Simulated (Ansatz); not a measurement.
`CC1(O)C[SiH2]1` → `[CH2]` (triplet) + `OC1C[SiH2]1` at 600 K and 1 bar (formal loss of a carbene).

Isolated molecules relaxed with PBE0-D4/def2-TZVP in Ansatz; ΔE leaves out vibrations. CCSD(T)/CBS is the MP2 limit (def2-TZVPP, def2-QZVPP) plus CCSD(T) − MP2 in def2-TZVPP, frozen cores. This one scheme is used for every species. Triplets are unrestricted, without spin–orbit coupling. One conformer a species, not always the lowest.

```tsv
species	CCSD(T)/CBS energy (Eh)	H − E (kJ/mol)	S (J/(mol·K))
`CC1(O)C[SiH2]1`	-483.17290	334.2	430.8
`[CH2]` (triplet)	-39.09499	66.5	220.8
`OC1C[SiH2]1`	-443.90503	247.3	380.5
```

H − E and S are ideal-gas, rigid-rotor, harmonic terms from PBE0-D4/def2-TZVP, for one conformer and one mirror image of each species, with the whole ground term of open shells counted as degenerate. 1 Eh = 2625.50 kJ/mol, R = 8.31446 J/(mol·K).

By hand: ΔE, ΔH, ΔS and ΔG.

ΔE = (-39.09499) + (-443.90503) − (-483.17290) = 0.17288 Eh = 453.9 kJ/mol. Δ(H − E) = 66.5 + 247.3 − 334.2 = -20.4, so ΔH = 433.5 kJ/mol. ΔS = 220.8 + 380.5 − 430.8 = 170.5 J/(mol·K). ΔG = 433.5 − 600 × (170.5)/1000 = 331.2 kJ/mol.

By hand: the equilibrium constant, and the temperature at which ΔG would vanish if ΔH and ΔS stayed fixed.

log₁₀ K = −ΔG/(RT ln 10) = -28.8. ΔG = 0 at ΔH/ΔS = 2543 K, far beyond where these terms or the molecules hold.

The number of gas molecules changes by +1, which sets the sign of ΔS. A doubt of 5 kJ/mol in ΔE shifts log₁₀ K by 0.4 here. Other conformers and mirror images would add mixing entropy, several J/(mol·K) or more a flexible species. A triplet takes part, so the spin changes. These are equilibria of isolated gas molecules and say nothing of rates. Largest T1 diagnostic: 0.012 (customary marks: 0.02 for closed shells, 0.045 for open ones).
